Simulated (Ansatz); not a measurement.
Abridged output of a molecular run in Ansatz:

```
Functional definition: HF
2004 factors; integrals over basis functions are off by at most 9.7e-4 eV
mean field evaluation 1: about -15727.6772 eV, gradient 4.0e1 eV
mean field evaluation 2: about -15727.7755 eV, gradient 4.0e1 eV
mean field evaluation 4: about -15731.0080 eV, gradient 3.0e0 eV
mean field evaluation 8: about -15731.0519 eV, gradient 2.7e-1 eV
mean field -15731.05227156 eV, -578.1055080897 hartree, gradient 2.5e-6 eV, S^2 0.000000; 0 other end points of the search recorded, 0 dependent functions left out
8 core orbitals not correlated: weight in the atoms' cores, before any rotation towards them, 1.000 or more for the frozen orbitals, at most 0.000 for the correlated occupied ones
reference -15731.05227156 eV, -578.1055080897 hartree; 12, 12 occupied and 311, 311 virtual orbitals, 2004 factors
second order -21.66151253 eV of doubles, -0.00000000 eV of singles
cycle   1  -21.71997359 eV  change   -5.8e-2 eV  update   8.9e-2
cycle   2  -22.15196338 eV  change   -4.3e-1 eV  update   2.6e-2
cycle   3  -22.24758165 eV  change   -9.6e-2 eV  update   1.3e-2
cycle   4  -22.23590160 eV  change    1.2e-2 eV  update   3.2e-3
cycle   5  -22.23349935 eV  change    2.4e-3 eV  update   1.3e-3
cycle   6  -22.23402011 eV  change   -5.2e-4 eV  update   4.2e-4
cycle   7  -22.23375993 eV  change    2.6e-4 eV  update   1.3e-4
cycle   8  -22.23370584 eV  change    5.4e-5 eV  update   4.3e-5
cycle   9  -22.23372279 eV  change   -1.7e-5 eV  update   1.9e-5
perturbative correction -0.89780066 eV, -0.0329935657 hartree
Total energy: -15754.18379501 eV, -578.9555758974 hartree
```

Its atoms:

Cartesian coordinates in Å:
```
N -0.363 0.843 -0.761
B -0.101 -0.267 0.041
F -0.850 -1.366 -0.103
S 1.242 -0.248 1.277
H 0.155 1.701 -0.711
H -1.102 0.837 -1.443
H 1.019 -1.501 1.700
```

**Question.** Which basis set was used?
A. def2-TZVPP
B. cc-pV(T+d)Z
C. def2-QZVPP
D. def2-TZVPPD

**Answer.** C. It gives 331 functions.

**Question.** Write the keys of the input that set method, charge and spin (a neutral closed shell needs none for the last two).

**Answer.** 
```yaml
correlation: {method: ccsd_t}
```
